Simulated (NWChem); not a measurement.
# sulfur difluoride (SF$_{2}$); SMILES FSF

Computed with NWChem. The geometry was optimised at PBE-D3(BJ)/def2-SVP. Level PBE/def2-SVP: single points from the atomic guess with DIIS by default; each run changes one setting, and all converged runs end within 0.3 mHa of each other. cgmin counts macro-iterations, each dearer than a DIIS step.

```
setting                                  SCF iterations
---------------------------------------  --------------
defaults                                              7
DIIS on 3 Fock matrices                               8
quadratically convergent solver (cgmin)               5
DIIS on 20 Fock matrices                              7
70 % damping for 30 cycles                           31
occupation smearing of 0.005 Ha                       7
```
